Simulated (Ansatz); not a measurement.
C3H4, charge +1, doublet, at a GFN2-xTB geometry (a state made from the parent by changing its charge; the spin is typed, not shown lowest); HF/def2-SVPD run with Ansatz (an electronic-structure program).

Here is a job for Ansatz.
Ansatz 0.2 input:
```yaml
crystal:
  periodic: [false, false, false]
  atoms:
    - {symbol: C, position_ang: [1.29842590, -0.00034985, -0.00013940]}
    - {symbol: C, position_ang: [-0.00000000, -0.00000000, -0.00000000]}
    - {symbol: C, position_ang: [-1.29842590, 0.00034985, 0.00013940]}
    - {symbol: H, position_ang: [1.89077598, -0.73460745, -0.54286750]}
    - {symbol: H, position_ang: [1.89128809, 0.73358839, 0.54246146]}
    - {symbol: H, position_ang: [-1.89081536, 0.88870580, -0.21072798]}
    - {symbol: H, position_ang: [-1.89124871, -0.88768675, 0.21113402]}
basis:
  gaussian:
    orbitals: def2-SVPD
hamiltonian:
  xc: hf
total_charge: 1
magnetization: {spin_polarized: true, initial_magnetization: 1}
accuracy: high
```

### Question
Predict the main parts of the log of this Ansatz run.

### Answer

```
Functional definition: HF
1847 factors; integrals over basis functions are off by at most 3.4e-9 eV
mean field evaluation 1: about -3139.5666 eV, gradient 1.9e1 eV
mean field evaluation 2: about -3139.5670 eV, gradient 1.9e1 eV
mean field evaluation 4: about -3142.0449 eV, gradient 2.5e0 eV
mean field evaluation 8: about -3142.1647 eV, gradient 1.7e-1 eV
mean field -3142.16712359 eV, -115.4725119545 hartree, gradient 2.0e-8 eV, S^2 0.842552; 0 other end points of the search recorded, 0 dependent functions left out
reference -3142.16712359 eV, -115.4725119545 hartree; 11, 10 occupied and 81, 82 virtual orbitals, 1847 factors
Total energy: -3142.16712359 eV, -115.4725119545 hartree
```
